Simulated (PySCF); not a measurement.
# Electronic structure of Co⁺ (cobalt, charge +1) at the UHF level

Configuration: [Ar] 3d8, high-spin 3F determinant. Calculation: PySCF 2.14, in 6-31G* (5s4p2d1f, 34 functions); no relativity, point nucleus.

```
Total energy                                     : -1380.860532 hartree
One-electron energy                              : -1913.6534 hartree
Hartree (Coulomb) energy                         : 591.0151 hartree
Exchange energy                                  : -58.2222 hartree
Kinetic energy                                   : 1381.88205 hartree
⟨S²⟩                                             : 2.0016
⟨L²⟩                                             : 12.015
Sum of ⟨r⟩                                       : 16.90 bohr
Sum of ⟨r²⟩                                      : 17.85 bohr²
Density at the nucleus (Gaussians lack the cusp) : 12600 bohr⁻³
Spin density at the nucleus                      : 0.0287 bohr⁻³
Langevin diamagnetic susceptibility              : -14.1 ×10⁻⁶ cm³/mol
Time after the integrals                         : 0.1 s of wall time on 1 thread of Neoverse-V1 (shared host)
```

| shell | electrons | mean orbital energy (hartree) | spread (hartree) | rms radius, mean of both spins (bohr) |
| --- | --- | --- | --- | --- |
| 1s α | 1 | -282.99966 | 0 | 0.0659 |
| 1s β | 1 | -282.99881 | 0 | 0.0659 |
| 2s α | 1 | -34.83393 | 0 | 0.279 |
| 2s β | 1 | -34.77231 | 0 | 0.279 |
| 2p α | 3 | -30.09116 | 0 | 0.250 |
| 2p β | 3 | -30.03104 | 0 | 0.250 |
| 3s α | 1 | -4.58624 | 0 | 0.845 |
| 3s β | 1 | -4.40941 | 0 | 0.845 |
| 3p α | 3 | -3.11150 | 0 | 0.903 |
| 3p β | 3 | -2.89628 | 0 | 0.903 |
| 3d α | 5 | -0.66620 | 0.04448 | 1.17 |
| 3d β | 3 | -0.58201 | 0 | 1.17 |
